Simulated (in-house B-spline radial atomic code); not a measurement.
# Plasmons and hot-electron lifetimes in Ga from the free-electron model

The electrons form a uniform gas at zero temperature with Lindhard's dielectric function (RPA). An added electron of energy E, from the band bottom, collides once per mean free path λ, with 1/λ = (1/πE) ∫dω ∫dq/q Im(−1/ε(q, ω)), in atomic (or effective) units, with ω up to E − E_F and q between √(2E) ∓ √(2(E − ω)); electron-hole pairs and the plasmon pole are integrated apart. No exchange between the two electrons.

Ga: 3 valence electrons per atom, density 5.91 g/cm³, mass 69.72 u, so r_s = 2.19 bohr. Core levels, phonons and band structure are left out.

**Question.** Find E_F, the plasma energy, the screening length and the long-wave dispersion of the plasmon.

**Answer.** k_F = 1.91916/2.19 = 0.8763, E_F = k_F²/2 = 10.45 eV. ω_p = √(3/r_s³) = 0.5344 hartree = 14.54 eV. The Thomas-Fermi length is √(π/4k_F) = 0.947 bohr = 0.0501 nm. For small q, ω = ω_p + α q² with α = (3/5) E_F/ω_p = 0.4311; at q = 0.2645 this gives 15.36 eV, and the zero of ε lies at 15.39 eV. The plasmon meets the pair continuum ω = q k_F + q²/2 at q_c = 0.66114 = 0.75 k_F, 21.7 eV.

```json
{"E − E_F (eV)": "0.522", "λ (nm)": "282", "share of plasmon losses": "0.00", "lifetime (fs)": "144", "stopping (eV/nm)": "0.00123"}
{"E − E_F (eV)": "1.04", "λ (nm)": "75.9", "share of plasmon losses": "0.00", "lifetime (fs)": "37.7", "stopping (eV/nm)": "0.00912"}
{"E − E_F (eV)": "2.09", "λ (nm)": "21.7", "share of plasmon losses": "0.00", "lifetime (fs)": "10.4", "stopping (eV/nm)": "0.0632"}
{"E − E_F (eV)": "3.66", "λ (nm)": "8.57", "share of plasmon losses": "0.00", "lifetime (fs)": "3.85", "stopping (eV/nm)": "0.279"}
{"E − E_F (eV)": "5.22", "λ (nm)": "4.97", "share of plasmon losses": "0.00", "lifetime (fs)": "2.12", "stopping (eV/nm)": "0.682"}
{"E − E_F (eV)": "7.84", "λ (nm)": "2.81", "share of plasmon losses": "0.00", "lifetime (fs)": "1.11", "stopping (eV/nm)": "1.8"}
{"E − E_F (eV)": "10.4", "λ (nm)": "1.9", "share of plasmon losses": "0.00", "lifetime (fs)": "0.7", "stopping (eV/nm)": "3.55"}
{"E − E_F (eV)": "13.6", "λ (nm)": "1.34", "share of plasmon losses": "0.00", "lifetime (fs)": "0.46", "stopping (eV/nm)": "6.59"}
{"E − E_F (eV)": "16.7", "λ (nm)": "1.03", "share of plasmon losses": "0.00", "lifetime (fs)": "0.334", "stopping (eV/nm)": "10.5"}
{"E − E_F (eV)": "20.9", "λ (nm)": "0.783", "share of plasmon losses": "0.00", "lifetime (fs)": "0.236", "stopping (eV/nm)": "17.4"}
{"E − E_F (eV)": "26.1", "λ (nm)": "0.377", "share of plasmon losses": "0.36", "lifetime (fs)": "0.105", "stopping (eV/nm)": "46.7"}
{"E − E_F (eV)": "33.4", "λ (nm)": "0.33", "share of plasmon losses": "0.42", "lifetime (fs)": "0.0841", "stopping (eV/nm)": "56.9"}
```

**Question.** Quinn and Ferrell's limit is τ = 263 r_s^(−5/2) (E − E_F)⁻² fs·eV². How far does it hold?

**Answer.** The prefactor is 37.1 fs·eV². At 0.522 eV it gives 136 fs against 144, a ratio of 1.06; at 5.22 eV 1.36 against 2.12, a ratio of 1.56. The inverse square comes from the phase space of two final states near E_F; the formula is the limit of high density and small excess energy.

**Question.** From what energy can an electron emit a plasmon?

**Answer.** It needs ω ≤ q v − q²/2 and a final state above E_F. On the computed dispersion this first holds at E − E_F = 21.1 eV, above ω_p = 14.5 eV, since a slow electron can only couple to plasmons of large q, which cost more.
